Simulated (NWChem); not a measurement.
All runs are NWChem calculations. System: pentafluoroethane (C₂HF₅), charge 0, spin multiplicity 1, at a geometry optimised with PBE0/def2-SVP. Level: B3LYP/def2-SVP, VWN1-RPA local correlation.

The NWChem input:

```
start mol
memory heap 200 mb stack 900 mb global 1100 mb
geometry units angstroms nocenter noautoz
  F     -0.423841    -1.388795    -1.091969
  C      0.204255    -0.936525     0.000000
  F     -0.423841    -1.388795     1.091969
  C      0.157381     0.592748     0.000000
  F     -1.090098     1.035347     0.000000
  F      0.778792     1.057087     1.079116
  F      0.778792     1.057087    -1.079116
  H      1.251945    -1.284715     0.000000
  symmetry group Cs
end
basis spherical
  * library def2-svp
end
dft
  xc b3lyp
  semidirect memsize 60000000 filesize 0
  iterations 100
end
task dft energy
```

Output (cleaned and shortened):

```
             Northwest Computational Chemistry Package (NWChem) 7.3.0
             --------------------------------------------------------

                                NWChem Input Module
                                -------------------

 Scaling coordinates for geometry "geometry" by  1.889725989
 (inverse scale =  0.529177249)

 Turning off AUTOSYM since
 SYMMETRY directive was detected!

                             Geometry "geometry" -> ""
                             -------------------------

 Output coordinates in angstroms (scale by  1.889725989 to convert to a.u.)

  No.       Tag          Charge          X              Y              Z
 ---- ---------------- ---------- -------------- -------------- --------------
    1 F                    9.0000    -0.42384100    -1.38879500    -1.09196900
    2 C                    6.0000     0.20425500    -0.93652500     0.00000000
    3 F                    9.0000    -0.42384100    -1.38879500     1.09196900
    4 C                    6.0000     0.15738100     0.59274800     0.00000000
    5 F                    9.0000    -1.09009800     1.03534700     0.00000000
    6 F                    9.0000     0.77879200     1.05708700     1.07911600
    7 F                    9.0000     0.77879200     1.05708700    -1.07911600
    8 H                    1.0000     1.25194500    -1.28471500     0.00000000

 Effective nuclear repulsion energy (a.u.)     361.4709847365

            Nuclear Dipole moment (a.u.)
            ----------------------------
        X                 Y               Z
 ---------------- ---------------- ----------------
    -0.0000056692     0.0000037795     0.0000000000

      Symmetry information
      --------------------

 Group name             Cs
 Group number              2
 Group order               2
 No. of unique centers     6

      Symmetry unique atoms

     1    2    4    5    6    8


 Summary of "ao basis" -> "" (spherical)
 ------------------------------------------------------------------------------
       Tag                 Description            Shells   Functions and Types
 ---------------- ------------------------------  ------  ---------------------
 *                          def2-svp                  on all atoms

                                 NWChem DFT Module
                                 -----------------

 Summary of "ao basis" -> "ao basis" (spherical)
 ------------------------------------------------------------------------------
       Tag                 Description            Shells   Functions and Types
 ---------------- ------------------------------  ------  ---------------------
 F                          def2-svp                 6       14   3s2p1d
 C                          def2-svp                 6       14   3s2p1d
 H                          def2-svp                 3        5   2s1p

 Summary of "ao basis" -> "ao basis" (spherical)
 ------------------------------------------------------------------------------
       Tag                 Description            Shells   Functions and Types
 ---------------- ------------------------------  ------  ---------------------
 F                          def2-svp                 6       14   3s2p1d
 C                          def2-svp                 6       14   3s2p1d
 H                          def2-svp                 3        5   2s1p

      Symmetry analysis of basis
      --------------------------

        a'         62
        a"         41

            General Information
            -------------------
          SCF calculation type: DFT
          Wavefunction type:  closed shell.
          No. of atoms     :     8
          No. of electrons :    58
           Alpha electrons :    29
            Beta electrons :    29
          Charge           :     0
          Spin multiplicity:     1
          Use of symmetry is: on ; symmetry adaption is: on
          Maximum number of iterations: 100
          AO basis - number of functions:   103
                     number of shells:    45
          Convergence on energy requested:  1.00D-06
          Convergence on density requested:  1.00D-05
          Convergence on gradient requested:  5.00D-04

              XC Information
              --------------
                         B3LYP Method XC Potential
                     Hartree-Fock (Exact) Exchange  0.200
                        Slater Exchange Functional  0.800 local
                    Becke 1988 Exchange Functional  0.720 non-local
              Lee-Yang-Parr Correlation Functional  0.810
                  VWN I RPA Correlation Functional  0.190 local

             Grid Information
             ----------------
          Grid used for XC integration:  medium
          Radial quadrature: Mura-Knowles
          Angular quadrature: Lebedev.
          Tag              B.-S. Rad. Rad. Pts. Rad. Cut. Ang. Pts.
          ---              ---------- --------- --------- ---------
          F                   0.50       49           9.0       434
          C                   0.70       49           8.0       434
          H                   0.35       45           7.0       434
          Grid pruning is: on
          Number of quadrature shells:   290
          Spatial weights used:  Erf1

          Convergence Information
          -----------------------
          Convergence aids based upon iterative change in
          total energy or number of iterations.
          Levelshifting, if invoked, occurs when the
          HOMO/LUMO gap drops below (HL_TOL):  1.00D-02
          DIIS, if invoked, will attempt to extrapolate
          using up to (NFOCK): 10 stored Fock matrices.

                    Damping( 0%)  Levelshifting(0.5)       DIIS
                  --------------- ------------------- ---------------
          dE  on:    start            ASAP                start
          dE off:    2 iters        100 iters           100 iters

      Screening Tolerance Information
      -------------------------------
          Density screening/tol_rho:  1.00D-10
          AO Gaussian exp screening on grid/accAOfunc:  14
          CD Gaussian exp screening on grid/accCDfunc:  20
          XC Gaussian exp screening on grid/accXCfunc:  20
          Schwarz screening/accCoul:  1.00D-08

      Superposition of Atomic Density Guess
      -------------------------------------

 Sum of atomic energies:        -572.21145690

      Non-variational initial energy
      ------------------------------

 Total energy =    -574.420447
 1-e energy   =   -1517.494875
 2-e energy   =     581.603444
 HOMO         =      -0.348927
 LUMO         =       0.197788

      Symmetry analysis of molecular orbitals - initial
      -------------------------------------------------

  Numbering of irreducible representations:

     1 a'          2 a"

  Orbital symmetries:

     1 a'          2 a'          3 a"          4 a'          5 a"
     6 a'          7 a'          8 a'          9 a'         10 a"
    11 a'         12 a"         13 a'         14 a'         15 a'
    16 a"         17 a'         18 a"         19 a'         20 a'
    21 a"         22 a'         23 a"         24 a"         25 a'
    26 a"         27 a"         28 a'         29 a'         30 a'
    31 a"         32 a'         33 a'         34 a"         35 a'
    36 a'         37 a'         38 a'         39 a"

------------------------------------------------------------
EAF file 0: "./mol.aoints.0" size=524288 bytes
------------------------------------------------------------
               write      read    awrite     aread      wait
               -----      ----    ------     -----      ----
     calls:        1         0         0         0         0
   data(b): 5.24e+05  0.00e+00  0.00e+00  0.00e+00
   time(s): 0.00e+00  0.00e+00  0.00e+00  0.00e+00  0.00e+00
rate(mb/s): 0.00e+00  0.00e+00
------------------------------------------------------------

   convergence    iter        energy       DeltaE   RMS-Dens  Diis-err    time
 ---------------- ----- ----------------- --------- --------- ---------  ------
 d= 0,ls=0.0,diis     1   -575.3314603787 -9.37D+02  2.02D-02  2.38D+00     0.9
 d= 0,ls=0.0,diis     2   -575.1208092940  2.11D-01  1.10D-02  5.42D+00     1.1
 d= 0,ls=0.0,diis     3   -575.5776267626 -4.57D-01  1.31D-03  4.86D-02     1.3
 d= 0,ls=0.0,diis     4   -575.5807400452 -3.11D-03  4.31D-04  6.30D-03     1.5
 d= 0,ls=0.0,diis     5   -575.5812183720 -4.78D-04  8.84D-05  2.29D-04     1.7
  Resetting Diis
 d= 0,ls=0.0,diis     6   -575.5812358575 -1.75D-05  2.20D-05  1.71D-05     1.9
 d= 0,ls=0.0,diis     7   -575.5812372163 -1.36D-06  5.99D-06  3.03D-07     2.1
 d= 0,ls=0.0,diis     8   -575.5812372056  1.07D-08  3.20D-06  4.67D-07     2.2

         Total DFT energy =     -575.581237205627
      One electron energy =    -1517.644954519740
           Coulomb energy =      644.187340432356
    Exchange-Corr. energy =      -63.594607854758
 Nuclear repulsion energy =      361.470984736515

 Numeric. integr. density =       58.000003482489

     Total iterative time =      2.0s

                  Occupations of the irreducible representations
                  ----------------------------------------------

                     irrep           alpha         beta
                     --------     --------     --------
                     a'               18.0         18.0
                     a"               11.0         11.0

                       DFT Final Molecular Orbital Analysis
                       ------------------------------------

 Vector   27  Occ=2.000000D+00  E=-4.312454D-01  Symmetry=a'
              MO Center=  3.6D-03, -8.0D-01, -8.1D-14, r^2= 2.7D+00
   Bfn.  Coefficient  Atom+Function         Bfn.  Coefficient  Atom+Function
  ----- ------------  ---------------      ----- ------------  ---------------
     4      0.362482  1 F  px                32      0.362482  3 F  px
     7     -0.244138  1 F  px                35     -0.244138  3 F  px
    99      0.222946  8 H  s                 75     -0.190654  6 F  py
    89     -0.190654  7 F  py                17      0.185653  2 C  s
    18      0.185350  2 C  px                16      0.128984  2 C  s

 Vector   28  Occ=2.000000D+00  E=-4.283458D-01  Symmetry=a"
              MO Center= -6.5D-02, -5.2D-01,  1.3D-13, r^2= 3.3D+00
   Bfn.  Coefficient  Atom+Function         Bfn.  Coefficient  Atom+Function
  ----- ------------  ---------------      ----- ------------  ---------------
     6      0.307713  1 F  pz                34      0.307713  3 F  pz
     9     -0.203601  1 F  pz                37     -0.203601  3 F  pz
     4     -0.188983  1 F  px                32      0.188983  3 F  px
    76     -0.185606  6 F  pz                90     -0.185606  7 F  pz
     5     -0.174906  1 F  py                33      0.174906  3 F  py

 Vector   29  Occ=2.000000D+00  E=-3.666192D-01  Symmetry=a'
              MO Center=  6.3D-02, -5.9D-01,  3.1D-15, r^2= 2.5D+00
   Bfn.  Coefficient  Atom+Function         Bfn.  Coefficient  Atom+Function
  ----- ------------  ---------------      ----- ------------  ---------------
    47     -0.288454  4 C  py                19      0.284951  2 C  py
     5      0.274545  1 F  py                33      0.274545  3 F  py
    99     -0.248441  8 H  s                  8     -0.192871  1 F  py
    36     -0.192871  3 F  py                61     -0.192892  5 F  py
    44      0.183415  4 C  s                 75     -0.181005  6 F  py

 Vector   30  Occ=0.000000D+00  E= 6.048828D-02  Symmetry=a'
              MO Center=  1.2D+00, -1.2D+00,  4.8D-15, r^2= 2.9D+00
   Bfn.  Coefficient  Atom+Function         Bfn.  Coefficient  Atom+Function
  ----- ------------  ---------------      ----- ------------  ---------------
   100      1.899828  8 H  s                 17     -1.370504  2 C  s
    21     -0.884712  2 C  px                45      0.498264  4 C  s
    18     -0.389167  2 C  px                59     -0.218706  5 F  s
    46     -0.210472  4 C  px                49     -0.157621  4 C  px
    50     -0.148008  4 C  py                99      0.121485  8 H  s

 Vector   31  Occ=0.000000D+00  E= 8.021408D-02  Symmetry=a"
              MO Center=  2.4D-01, -4.0D-01, -4.4D-15, r^2= 2.2D+00
   Bfn.  Coefficient  Atom+Function         Bfn.  Coefficient  Atom+Function
  ----- ------------  ---------------      ----- ------------  ---------------
    23      0.788293  2 C  pz                20      0.435122  2 C  pz
     3      0.425145  1 F  s                 31     -0.425145  3 F  s
    48      0.372772  4 C  pz                51      0.312423  4 C  pz
    73     -0.219033  6 F  s                 87      0.219033  7 F  s
     7      0.191786  1 F  px                35     -0.191786  3 F  px

 Vector   32  Occ=0.000000D+00  E= 1.073998D-01  Symmetry=a'
              MO Center=  5.2D-01, -5.9D-01, -2.2D-15, r^2= 3.0D+00
   Bfn.  Coefficient  Atom+Function         Bfn.  Coefficient  Atom+Function
  ----- ------------  ---------------      ----- ------------  ---------------
   100      1.036907  8 H  s                 17     -0.818162  2 C  s
    22      0.774131  2 C  py                49      0.670639  4 C  px
    59      0.382589  5 F  s                  3      0.336186  1 F  s
    31      0.336186  3 F  s                 46      0.334660  4 C  px
    16     -0.314624  2 C  s                 45     -0.305509  4 C  s

 center of mass
 --------------
 x =  -0.02553877 y =   0.02592081 z =   0.00000000

 moments of inertia (a.u.)
 ------------------
         864.364123229535        -105.096304073669           0.000000000000
        -105.096304073669         515.509279143329           0.000000000000
           0.000000000000           0.000000000000         740.265871307267

     Multipole analysis of the density
     ---------------------------------

     L   x y z        total         alpha         beta         nuclear
     -   - - -        -----         -----         ----         -------
     0   0 0 0     -0.000000    -29.000000    -29.000000     58.000000

     1   1 0 0      0.507243      0.253625      0.253625     -0.000006
     1   0 1 0     -0.222771     -0.111387     -0.111387      0.000004
     1   0 0 1      0.000000      0.000000      0.000000      0.000000

     2   2 0 0    -26.208867    -60.978067    -60.978067     95.747268
     2   1 1 0     -1.628178    -24.132691    -24.132691     46.637205
     2   1 0 1      0.000000      0.000000      0.000000      0.000000
     2   0 2 0    -27.256132   -144.864464   -144.864464    262.472797
     2   0 1 1      0.000000      0.000000      0.000000      0.000000
     2   0 0 2    -28.230574    -89.864663    -89.864663    151.498752

 Task  times  cpu:        2.2s     wall:        2.2s

 Total times  cpu:        2.3s     wall:        2.3s
```
